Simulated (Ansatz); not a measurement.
`BN[SiH2]F` → B• + F• + 5 H• + N• + Si•  (atomization)

Calculated with Ansatz (gas phase, PBE0-D4/def2-TZVP geometries, no zero-point term in ΔE). CCSD(T)/CBS adds triple-zeta CCSD(T) − MP2 to the extrapolated MP2 energy (def2 sets, frozen cores). This one scheme is used for every species, atoms too. DFT in def2-TZVPP. No spin–orbit coupling; open shells (•) take unrestricted orbitals. Spin–orbit coupling would lower the free atoms: a little for B, F, Si. Each species was taken in one conformer, which may not be the lowest.

| species | revPBE-D4 energy (Eh) |
| --- | --- |
| `BN[SiH2]F` | -472.03838 |
| B• | -24.65285 |
| F• | -99.73486 |
| H• | -0.50412 |
| N• | -54.58772 |
| Si• | -289.31540 |

Work out ΔE.

ΔE = 5 × (-0.50412) + (-24.65285) + (-99.73486) + (-54.58772) + (-289.31540) − (-472.03838) = 1.22695 Eh = +3221.4 kJ/mol. CCSD(T)/CBS gives +3279.6 kJ/mol.

What do rigid-rotor, harmonic-oscillator terms from PBE0-D4/def2-TZVP frequencies (298.15 K, 1 bar) make of the CCSD(T)/CBS value? (Best estimate.)

The calculation gave: ΔZPE = -155.1 kJ/mol, ΔH = +3163.2 kJ/mol, ΔS = 898 J/(mol·K), ΔG = +2895.3 kJ/mol. Open shells count their whole term as degenerate.

Largest T1 diagnostic among the species: 0.014.

In def2-TZVPP, CCSD(T) changes the Hartree–Fock value by +717.8 kJ/mol (the triples alone add +37.0 kJ/mol) and MP2 by +768.5 kJ/mol; breaking electron pairs costs correlation energy, which Hartree–Fock lacks. Leaving LDA and LC-ωPBE aside and taking each functional with its dispersion term where it has one, the values, not all of them listed here, spread over 95.0 kJ/mol, from BHLYP-D4 to CAM-B3LYP-D4. LDA lies +396.5 kJ/mol from PBE without D4, its usual overbinding. From PBE to PBE0 (25 % exact exchange), in def2-TZVPP and without D4, ΔE moves by −42.5 kJ/mol: exact exchange takes away binding that semilocal exchange gives to molecules.

For atomizations the MP2-based limit and the directly extrapolated one differ by several kJ/mol either way, and by 10 to 25 for some Ge, Se and Sn compounds, so smaller differences from it don't rank the levels.
